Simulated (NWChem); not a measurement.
System meant: C4H5FO; SMILES COC=C=CF

Input file for NWChem:

```
start job
memory heap 200 mb stack 900 mb global 1100 mb
geometry units angstroms noautoz
  C     -1.100966    -1.806908     0.085943
  O      0.273069    -1.895086    -0.200804
  C      0.968359    -0.751823    -0.144396
  C      0.511346     0.447942     0.159861
  C      0.130284     1.653222     0.490302
  F     -0.327770     2.553912    -0.387160
  H     -1.516325    -2.816193    -0.024838
  H     -1.269167    -1.446566     1.115377
  H     -1.607009    -1.115690    -0.610041
  H      2.023110    -0.916738    -0.393669
  H      0.138941     2.054108     1.511010
end
basis spherical
  * library def2-svp
end
dft
  odft
  mult 2
  xc xpbe96 cpbe96
  iterations 150
  mulliken
end
task dft energy
```

End of the output:

```
 Summary of "ao basis" -> "" (spherical)
 ------------------------------------------------------------------------------
       Tag                 Description            Shells   Functions and Types
 ---------------- ------------------------------  ------  ---------------------
 *                          def2-svp                  on all atoms

  pbe96 is a nonlocal functional; adding pw91lda local functional.

                                 NWChem DFT Module
                                 -----------------

 Summary of "ao basis" -> "ao basis" (spherical)
 ------------------------------------------------------------------------------
       Tag                 Description            Shells   Functions and Types
 ---------------- ------------------------------  ------  ---------------------
 C                          def2-svp                 6       14   3s2p1d
 O                          def2-svp                 6       14   3s2p1d
 F                          def2-svp                 6       14   3s2p1d
 H                          def2-svp                 3        5   2s1p

 Summary of "ao basis" -> "ao basis" (spherical)
 ------------------------------------------------------------------------------
       Tag                 Description            Shells   Functions and Types
 ---------------- ------------------------------  ------  ---------------------
 C                          def2-svp                 6       14   3s2p1d
 O                          def2-svp                 6       14   3s2p1d
 F                          def2-svp                 6       14   3s2p1d
 H                          def2-svp                 3        5   2s1p

  number of electrons :                   46
  multiplicity        :                    2
 ------------------------------------------------------------------------
  no. of electrons and multiplicity not compatible                  46
 ------------------------------------------------------------------------
 ------------------------------------------------------------------------
  current input line :
    26: task dft energy
 ------------------------------------------------------------------------
 ------------------------------------------------------------------------
 There is an error in the input file
 ------------------------------------------------------------------------
 For more information see the NWChem manual at https://nwchemgit.github.io

0: no. of electrons and multiplicity not compatible:Received an Error in Communication
```

Task: Can this run be used? If not, why, and what is the fix?

Result: The program refused the input. Cause: the multiplicity doesn't fit the number of electrons (an even count wants an odd multiplicity, and the reverse). This input runs:
```
start job
memory heap 200 mb stack 900 mb global 1100 mb
geometry units angstroms noautoz
  C     -1.100966    -1.806908     0.085943
  O      0.273069    -1.895086    -0.200804
  C      0.968359    -0.751823    -0.144396
  C      0.511346     0.447942     0.159861
  C      0.130284     1.653222     0.490302
  F     -0.327770     2.553912    -0.387160
  H     -1.516325    -2.816193    -0.024838
  H     -1.269167    -1.446566     1.115377
  H     -1.607009    -1.115690    -0.610041
  H      2.023110    -0.916738    -0.393669
  H      0.138941     2.054108     1.511010
end
basis spherical
  * library def2-svp
end
dft
  xc xpbe96 cpbe96
  iterations 150
  mulliken
end
task dft energy
```
It converges to -329.78842 Ha (PBE/def2-SVP).
